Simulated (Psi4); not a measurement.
ethylene (C2H4), singlet, geometry from GFN2-xTB; CAM-B3LYP/aug-cc-pVDZ (Psi4).

Psi4 was given this input:
```
memory 2 GB

molecule {
0 1
C    -0.01328681   -0.00656652    0.65800535
C     0.01328681    0.00656652   -0.65800535
H    -0.02089650    0.90169144    1.23822259
H    -0.02873771   -0.92622134    1.21982272
H     0.02873771    0.92622134   -1.21982272
H     0.02089650   -0.90169144   -1.23822259
}

set {
  basis aug-cc-pvdz
  scf_type pk
  puream true
  d_convergence 1e-8
  dft_radial_points 99
  dft_spherical_points 590
}

energy('cam-b3lyp')
print_variables()
```

Q: Write the output that Psi4 gives for this input, abridged.

A: 
```
   => Loading Basis Set <=

    Name: AUG-CC-PVDZ
    Role: ORBITAL
    Keyword: BASIS

         ---------------------------------------------------------
                                   SCF
               by Justin Turney, Rob Parrish, Andy Simmonett
                          and Daniel G. A. Smith
                              RKS Reference
         ---------------------------------------------------------

  ==> Geometry <==

    Molecular point group: ci
    Full point group: Ci

    Geometry (in Angstrom), charge = 0, multiplicity = 1:

       Center              X                  Y                   Z               Mass
    ------------   -----------------  -----------------  -----------------  -----------------
         C           -0.013286810000    -0.006566520000     0.658005350000    12.000000000000
         C            0.013286810000     0.006566520000    -0.658005350000    12.000000000000
         H           -0.020896500000     0.901691440000     1.238222590000     1.007825032230
         H           -0.028737710000    -0.926221340000     1.219822720000     1.007825032230
         H            0.028737710000     0.926221340000    -1.219822720000     1.007825032230
         H            0.020896500000    -0.901691440000    -1.238222590000     1.007825032230

  Running in ci symmetry.

  Rotational constants: A =      5.00551  B =      1.02236  C =      0.84896 [cm^-1]
  Rotational constants: A = 150061.44566  B =  30649.59110  C =  25451.25097 [MHz]
  Nuclear repulsion =   33.666512131869311

  Charge       = 0
  Multiplicity = 1
  Electrons    = 16
  Nalpha       = 8
  Nbeta        = 8

  ==> Algorithm <==

  SCF Algorithm Type is PK.
  DIIS enabled.
  MOM disabled.
  Fractional occupation disabled.
  Guess Type is SAD.
  Energy threshold   = 1.00e-06
  Density threshold  = 1.00e-08
  Integral threshold = 1.00e-12

  ==> Primary Basis <==

  Basis Set: AUG-CC-PVDZ
    Blend: AUG-CC-PVDZ
    Number of shells: 38
    Number of basis functions: 82
    Number of Cartesian functions: 86
    Spherical Harmonics?: true
    Max angular momentum: 2

  ==> DFT Potential <==

   => LibXC <=

    Version 7.1.2
    S. Lehtola, C. Steigemann, M. J. T. Oliveira, and M. A. L. Marques,  SoftwareX 7, 1–5 (2018) (10.1016/j.softx.2017.11.002)

   => Composite Functional: CAM-B3LYP <=

    CAM-B3LYP Hyb-GGA Exchange-Correlation Functional

    T. Yanai, D. P. Tew, and N. C. Handy,  Chem. Phys. Lett. 393, 51 (2004) (10.1016/j.cplett.2004.06.011)

    Deriv               =              1
    GGA                 =           TRUE
    Meta                =          FALSE

    Exchange Hybrid     =           TRUE
    MP2 Hybrid          =          FALSE

   => Exchange Functionals <=

    0.3500         Becke 88 [omega = 0.3300]
    0.4600   Short-range recipe for B88 functional - erf [omega = 0.3300]

   => Exact (HF) Exchange <=

    0.4600            HF,LR [omega = 0.3300]
    0.1900               HF

   => Correlation Functionals <=

    0.1900   Vosko, Wilk & Nusair (VWN5)
    0.8100   Lee, Yang & Parr

   => LibXC Density Thresholds  <==

    XC_HYB_GGA_XC_CAM_B3LYP:  1.00E-14

   => Molecular Quadrature <=

    Radial Scheme          =       TREUTLER
    Pruning Scheme         =           NONE
    Nuclear Scheme         =       TREUTLER

    Blocking Scheme        =         OCTREE
    BS radius alpha        =              1
    Pruning alpha          =              1
    Radial Points          =             99
    Spherical Points       =            590
    Total Points           =         337880
    Total Blocks           =           2478
    Max Points             =            256
    Max Functions          =             82
    Weights Tolerance      =       1.00E-15

  ==> Integral Setup <==

  Using in-core PK algorithm.
   Calculation information:
      Number of atoms:                   6
      Number of AO shells:              38
      Number of primitives:             78
      Number of atomic orbitals:        86
      Number of basis functions:        82

      Integral cutoff                 1.00e-12
      Number of threads:                 1

  Performing in-core PK
  Using 17375718 doubles for integral storage.
  We computed 274911 shell quartets total.
  Whereas there are 274911 unique shell quartets.

  Computing range-separated integrals for PK
  We computed 274911 wK shell quartets total.
  Whereas there are 274911 wK unique shell quartets.

  ==> DiskJK: Disk-Based J/K Matrices <==

    J tasked:                  Yes
    K tasked:                  Yes
    wK tasked:                 Yes
    Omega:               3.300E-01
    Schwarz Cutoff:          1E-12

  Minimum eigenvalue in the overlap matrix is 1.3851588951E-04.
  Reciprocal condition number of the overlap matrix is 1.9409445664E-05.
    Using symmetric orthogonalization.

  ==> Pre-Iterations <==

  SCF Guess: Superposition of Atomic Densities via on-the-fly atomic UHF (no occupation information).

   -------------------------
    Irrep   Nso     Nmo
   -------------------------
     Ag        41      41
     Au        41      41
   -------------------------
    Total      82      82
   -------------------------

  ==> Iterations <==

                        Total Energy        Delta E     RMS |[F,P]|

   @RKS iter SAD:   -77.86731452140246   -7.78673e+01   0.00000e+00
   @RKS iter   1:   -78.34894867007779   -4.81634e-01   1.00865e-02 ADIIS/DIIS
   @RKS iter   2:   -78.40387624932016   -5.49276e-02   8.51350e-03 ADIIS/DIIS
   @RKS iter   3:   -78.54111227168015   -1.37236e-01   2.85595e-04 ADIIS/DIIS
   @RKS iter   4:   -78.54131323996262   -2.00968e-04   3.27482e-05 DIIS
   @RKS iter   5:   -78.54131675449875   -3.51454e-06   5.57053e-06 DIIS
   @RKS iter   6:   -78.54131688083206   -1.26333e-07   7.18066e-07 DIIS
   @RKS iter   7:   -78.54131688369597   -2.86391e-09   7.16652e-08 DIIS
   @RKS iter   8:   -78.54131688373208   -3.61098e-11   7.63056e-09 DIIS
  Energy and wave function converged.

  ==> Post-Iterations <==

   Electrons on quadrature grid:
      Ntotal   =   16.0000007701 ; deviation = 7.701e-07

    Orbital Energies [Eh]
    ---------------------

    Doubly Occupied:

[...]
    Virtual:

[...]
    Final Occupation by Irrep:
             Ag    Au
    DOCC [     4,    4 ]
    NA   [     4,    4 ]
    NB   [     4,    4 ]

  @RKS Final Energy:   -78.54131688373208

   => Energetics <=

    Nuclear Repulsion Energy =             33.6665121318693110
    One-Electron Energy =                -170.7843713035539395
    Two-Electron Energy =                  67.3632352634369056
    DFT Exchange-Correlation Energy =      -8.7866929754843426
    Empirical Dispersion Energy =           0.0000000000000000
    VV10 Nonlocal Energy =                  0.0000000000000000
    Total Energy =                        -78.5413168837320796

Computation Completed

Properties will be evaluated at   0.000000,   0.000000,   0.000000 [a0]

Properties computed using the SCF density matrix

 Multipole Moments:

 ------------------------------------------------------------------------------------
     Multipole            Electronic (a.u.)      Nuclear  (a.u.)        Total (a.u.)
 ------------------------------------------------------------------------------------

 L = 1.  Multiply by 2.5417464519 to convert [e a0] to [Debye]
 Dipole X            :          0.0000000           -0.0000000           -0.0000000
 Dipole Y            :          0.0000000            0.0000000            0.0000000
 Dipole Z            :          0.0000000            0.0000000            0.0000000
 Magnitude           :                                                    0.0000000

 ------------------------------------------------------------------------------------

  Variable Map:
  ----------------------------------------------------------------------------
[...]
  Array Variable Map:
  ----------------------------------------------------------------------------
[...]
[...]
```
